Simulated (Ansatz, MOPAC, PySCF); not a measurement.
Species: SiAsH4, net charge 0, doublet state. SMILES: [AsH][SiH3]
Geometry: optimised at B3LYP-D3(BJ)/def2-TZVP (Ansatz, a program for electronic structure).

Unscaled harmonic wavenumbers (cm⁻¹) in rising order, each level at the stationary point that it reaches from this structure (no distance between atoms moves by over 0.3 Å); the order of modes can differ between levels, and a negative number is imaginary. B3LYP-D3(BJ)/def2-TZVP (PySCF, at the structure above): 162, 350, 451, 477, 711, 895, 947, 951, 2150, 2208, 2216, 2231.

PM3 (MOPAC): 59, 350, 392, 392, 591, 759, 867, 870, 1883, 1883, 1909, 2221. Zero-point energy 17.4 against 19.7 kcal/mol; where all levels lie over 400 cm⁻¹, the wavenumbers are on average 0.887 times those of B3LYP-D3(BJ)/def2-TZVP.

B3LYP/6-31G* with LANL2DZ past Ar (Ansatz): 151, 337, 462, 471, 722, 894, 943, 944, 2055, 2230, 2242, 2263. Zero-point energy 19.6 against 19.7 kcal/mol; where all levels lie over 400 cm⁻¹, the wavenumbers are on average 0.999 times those of B3LYP-D3(BJ)/def2-TZVP.
